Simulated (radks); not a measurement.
Calculated with a radial shooting solver on a logarithmic mesh with Libxc functionals: scalar-relativistic Kohn-Sham, LDA (Slater exchange, Perdew-Wang correlation), spin-polarised, spherical densities, point nucleus; open shells are filled with parallel spins first (spin-orbit coupling, left out, can overturn this in heavy ions). Each species is in its NIST ground configuration. Rank Hf3+, Re3+, Hg3+, Au3+, Ta3+, Ir3+, W3+, Lu3+, Pt3+, Os3+ by mean radius of the outermost orbital (bohr), largest first.

Answer. Hf3+ 1.93, Ta3+ 1.84, W3+ 1.75, Re3+ 1.67, Os3+ 1.60, Ir3+ 1.55, Pt3+ 1.49, Au3+ 1.44, Hg3+ 1.39, Lu3+ 1.37.
